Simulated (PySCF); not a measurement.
P: excitation energy

P [Ne] 3s2 3p3 (4S) → P [Ne] 3s1 3p3 3d1 (6D), as a difference of total energies. Calculation: PySCF 2.14, in aug-cc-pCVTZ-DK; the spin-free X2C one-electron Hamiltonian (Gaussian nucleus). Correlated levels: nothing frozen. The calculations carry no spin-orbit coupling.

| method | excitation energy (eV) |
| --- | --- |
| UHF | 12.468 |
| MP2 (all electrons) | 14.173 |
| SCS-MP2 (all electrons) | 14.574 |
| CCSD (all electrons) | 14.289 |
| CCSD(T) (all electrons) | 14.401 |

Question: How much does correlation contribute at CCSD(T) (all electrons)?

Answer: 14.401 − (12.468) = 1.933 eV, measured against UHF.

The upper state lies above the first ionisation limit, but in LS coupling its spin forbids autoionisation to the ground ion.

The promoted electron is Rydberg-like, and one or two diffuse shells describe it only roughly, which tends to raise the upper state.
